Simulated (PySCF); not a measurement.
## Stretching ZnI⁺

Set-up: PySCF, scalar-relativistic core potentials, basis sets Zn def2-SVP, I def2-SVP with ECP28. Energies in eV from Zn⁺ + I in their ground configurations at the same level. State: ¹Σ⁺ (singlet), closed shell.

Curves on a restricted Hartree–Fock reference rise too fast on stretching and do not dissociate correctly.

All columns are RHF. A positive dipole points towards I; it is taken about the centre of mass and depends on that origin.

```csv
R (Å),E (eV),μ (D),Mulliken charge on Zn (basis-dependent),HOMO (eV),LUMO (eV),Mayer bond order,⟨S²⟩
2.061,0.317,-7.53,0.92,-15.94,-6.70,1.52,0.00
2.156,-0.353,-8.02,0.95,-15.70,-6.85,1.44,0.00
2.252,-0.728,-8.47,0.98,-15.49,-6.99,1.37,0.00
2.324,-0.871,-8.79,0.99,-15.35,-7.10,1.32,0.00
2.396,-0.926,-9.07,1.01,-15.23,-7.20,1.27,0.00
2.468,-0.914,-9.33,1.02,-15.12,-7.29,1.23,0.00
2.564,-0.823,-9.62,1.03,-15.00,-7.41,1.18,0.00
2.683,-0.629,-9.89,1.03,-14.89,-7.54,1.13,0.00
2.827,-0.329,-10.08,1.01,-14.82,-7.69,1.09,0.00
3.019,0.114,-10.14,0.98,-14.79,-7.86,1.05,0.00
```

A fit through these points gives, at Re = 2.416 Å, μ = -9.15 D and dμ/dR = -3.67 D/Å; the reduced mass is 42.51 u.

**Question.** How strong is the fundamental in the double-harmonic approximation, I = 42.26·(dμ/dR)²/μred km/mol?

**Answer.** I = 42.26·(-3.67)²/42.51 = 13.4 km/mol at RHF.

These are scalar-relativistic numbers at best; spin–orbit coupling would shift them, the dissociation energy most. For an ion De counts to the pair picked by the measured ionisation energies or electron affinities, which need not be the lowest pair at this level. Where the molecule has an RHF reference, its open-shell atoms are computed with UHF. Hartree–Fock leaves out correlation, which carries a large part of most bond energies and some tenths to 1 eV of ionisation energies.
